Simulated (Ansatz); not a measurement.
```xyz
17

C     0.0000    1.4000    0.0000
C     1.2124    0.7000    0.0000
C     1.2124   -0.7000    0.0000
C     0.0000   -1.4000    0.0000
C    -1.2124   -0.7000    0.0000
C    -1.2124    0.7000    0.0000
C     2.4249    1.4000    0.0000
C     3.6373    0.7000    0.0000
C     3.6373   -0.7000    0.0000
C     2.4249   -1.4000    0.0000
H     0.0000    2.4850    0.0000
H    -2.1521   -1.2425    0.0000
H    -2.1521    1.2425    0.0000
H     2.4249    2.4850    0.0000
H     4.5769    1.2425    0.0000
H     4.5769   -1.2425    0.0000
H     2.4249   -2.4850    0.0000
```

Basis set: def2-TZVP (spherical functions). Charge 0, multiplicity 2.

Computed with Ansatz (development build ahead of 0.2.0); each method stands on the lowest determinant of its kind that the runs found. Restricted functionals stand beside restricted open-shell atoms, which can lie above the unrestricted atoms usual in DFT and then raise those values.

The atomization energy at this shape (free ground-state atoms in the same class of orbitals less the molecule, no zero-point energy) of doublet C10H7:

```tsv
method	atomization energy
ωB97X (unrestricted)	8511.8 kJ/mol
PBE0 (restricted open-shell)	8723.2 kJ/mol
```

(1) What does PBE0 (unrestricted) give?

Results:

(1) 8677.6 kJ/mol.

The shape needn't be a minimum at these levels.
